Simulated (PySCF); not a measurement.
H6O4SiSn, SMILES [OH][Sn]([OH])([OH])[O][SiH3].

The structure is a stationary point at r2SCAN-D4/def2-SVP. A frequency run showed that this geometry is not a minimum. The def2 effective core potentials stand for the cores of Sn; spin–orbit coupling is left out. One conformer was computed; it need not be the lowest.

All values below come from r2SCAN-D4/def2-SVP (PySCF).

Frequencies are harmonic and unscaled.

**Question.** Give all harmonic wavenumbers and intensities. (An estimate is asked for; the answer gives what the named calculation found.)

**Answer.** 
```csv
mode,ν (cm⁻¹),IR (km/mol),moving atoms (share of kinetic energy)
1,31i,0.5,H 90 %
2,31,0.3,"O 57 %, H 22 %, Si 19 %"
3,65,30.6,"O 56 %, H 22 %, Si 18 %"
4,86,47.6,"H 42 %, O 40 %, Si 15 %"
5,128,0.8,"O 63 %, H 35 %"
6,145,3.4,"O 55 %, H 35 %"
7,154,19.6,"O 48 %, H 43 %"
8,179,33.2,"O 70 %, Sn 20 %, H 10 %"
9,187,24.0,"H 44 %, O 38 %, Sn 15 %"
10,193,66.4,"O 45 %, H 35 %, Sn 13 %"
11,243,141.7,"H 69 %, O 28 %"
12,469,19.9,"O 50 %, Si 25 %, Sn 14 %, H 11 %"
13,613,49.6,O 93 %
14,642,79.2,"O 84 %, Sn 15 %"
15,649,82.2,"O 82 %, Sn 16 %"
16,720,58.6,"H 83 %, Si 9 %"
17,730,61.4,"H 79 %, O 11 %, Si 10 %"
18,850,54.9,H 94 %
19,864,92.0,H 92 %
20,872,195.1,"H 90 %, O 8 %"
21,945,79.1,H 96 %
22,954,65.4,H 95 %
23,965,532.0,"O 67 %, Si 25 %"
24,996,112.4,"H 88 %, O 9 %"
25,2211,142.3,H 96 %
26,2217,106.7,H 97 %
27,2235,142.4,H 97 %
28,3814,100.4,H 94 %
29,3818,95.7,H 94 %
30,3819,59.7,H 94 %
```
